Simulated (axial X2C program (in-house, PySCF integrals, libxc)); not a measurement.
# Working with the constants of InO⁻

A bond curve at the PBE0 level, with spin–orbit coupling, was computed with an in-house relativistic program for diatomic molecules (basis In dyall-acv3z [12s13p10d5f1g], O dyall-av3z [7s6p3d2f] (cores contracted in-house)) for the state Ω = 0 (closed shell). Its fit gives Re = 1.9114 Å, ωe = 698.3 cm⁻¹, ωexe = 3.13 cm⁻¹ and αe = 2.080e-03 cm⁻¹; the masses are 114.9039 and 15.9949 u. Two-component means X2C with spin–orbit coupling and atomic mean-field Coulomb and Gaunt terms.

(1) Find the reduced mass, Be and the force constant.

(2) A Morse curve ties αe to the other constants (Pekeris). How well does that hold?

(3) Estimate the centrifugal constant by the Kratzer relation.

(4) Give B0, the J = 1←0 line in GHz and the most populated J at 300 K (kT = 208.5 cm⁻¹).

(5) Where do the fundamental and the first overtone lie?

One determinant describes the state; a PBE0 search over occupations chose it and may have missed a lower one.

Results:

(1) From the PBE0 values: μ = 14.0404 u. Be = 16.8576/(μ Re²) = 0.3286 cm⁻¹. k = 5.8918×10⁻⁷ μ ωe² = 4.03 mdyn/Å.

(2) αe(Morse) = 6Be²/ωe × (√(ωexe/Be) − 1) = 1.936e-03 cm⁻¹; the PBE0 curve gives 2.080e-03 cm⁻¹, a ratio of 0.93.

(3) D = 4Be³/ωe² = 2.91e-07 cm⁻¹.

(4) B0 = Be − αe/2 = 0.3276 cm⁻¹; 2B0 = 19.64 GHz; J(max) ≈ √(kT/2B0) − 1/2 = 17.3, so J = 17.

(5) ν(1←0) = ωe − 2ωexe = 692.0 cm⁻¹; ν(2←0) = 2ωe − 6ωexe = 1377.8 cm⁻¹.
